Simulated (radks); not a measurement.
Results of a calculation; reference values are marked as such.
Charge is removed step by step from the 4p3/2 level of neutral thulium, starting from [Ar] 3d10 4s2 4p(1/2: 2, 3/2: 4) 4d10 4f13 5s2 5p6 6s2. Level of theory: Dirac Kohn-Sham, PBE, spin-unpolarised, spherical densities, finite nucleus; open shells fill j = l - 1/2 first; Fermi nuclear charge, rms radius 5.2256 fm (a radial shooting solver on a logarithmic mesh with Libxc functionals).

removed (e)  E - E(0) (eV)  eigenvalue (eV)  E minus straight line (eV)
0                    0.000          -312.48                       0.000
0.25                78.617          -316.53                      -1.671
0.5                 158.30          -320.95                      -2.281
0.75                239.12          -325.67                      -1.747
1                   321.15          -330.65                       0.000

Removing the whole electron costs 321.15 eV by Delta-SCF, against 312.48 eV from minus the eigenvalue at the starting occupation. Slater's transition state (half an electron removed) gives 320.95 eV. Integrating minus the eigenvalue over the occupation (Janak's theorem) gives 321.15 eV. The mean slope of the eigenvalue, de/dn, is 18.2 eV per electron.
